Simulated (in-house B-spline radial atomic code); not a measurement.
Values are calculated unless marked as measured or tabulated.
# Softness against transferability: the 4s channel of Br

Br, [Ar] 3d10 4s2 4p5, non-relativistic LDA (VWN5), spherical and spin-unpolarised, from an all-electron radial atomic-structure program (B-spline basis) (atomic units). The all-electron 4s level is ε = -0.720066 hartree, its outermost node lies just inside 0.70 bohr and its outer maximum at 1.43 bohr.

Troullier-Martins pseudo-orbitals are made for several radii. The cutoffs (hartree) are the plane-wave energies beyond which the orbital holds less than the named kinetic energy per electron. The phase error is the difference, pseudo minus all-electron, of arctan(R P'/P) at R = 2.3 bohr for all radii, half a hartree below and above the level.

```tsv
r_c (bohr)	V_l(0) (hartree)	cutoff for 10 mEh	for 1 mEh	for 0.1 mEh	phase error at ε − 0.5 (mrad)	at ε + 0.5 (mrad)
1.07	-12.48	30.1	86.1	158	-3.3	-4.3
1.25	0.31	16.4	39.8	74.4	-1.6	-1.6
1.43	3.76	8.99	23.9	43.4	-1.2	-1.1
1.62	2.75	8.65	22.6	40.9	-1.5	-1.5
1.8	1.36	7.68	19.5	34.3	-2.9	-2.8
2.0	0.29	6.48	16.1	22.6	-6.1	-5.7
```

(1) Which radius needs the lowest cutoff for 0.1 mEh while both phase errors stay within 3.0 mrad?

(2) What does the larger radius buy, and what does it cost?

## Answers

(1) The radii within that limit are 1.25, 1.43, 1.62, 1.8 bohr; of these r_c = 1.8 needs the least, 34.3 hartree, that is 68.6 Ry or 933 eV.

(2) From r_c = 1.07 to 2.0 bohr the cutoff for 1 mEh goes from 86.1 to 16.1 hartree, a factor of 5.35, against 3.49 for a pure 1/r_c² scaling, end to end; step by step it is 86.1, 39.8, 23.9, 22.6, 19.5, 16.1, and for 0.1 mEh 158, 74.4, 43.4, 40.9, 34.3, 22.6; the number of plane waves goes as the cutoff to the power 3/2, here a factor of 12.4. The larger of the two phase errors is least at r_c = 1.43 bohr, 1.2 mrad; it is 4.3 at the smallest radius and 6.1 at the largest. These errors test the reference atom alone. The smallest radius lies well inside the outer maximum, where the nodeless form must bend sharply to keep the norm, so it is both harder and scatters less well than the next. Large radii also let the cores of neighbours overlap, which an atom doesn't show.
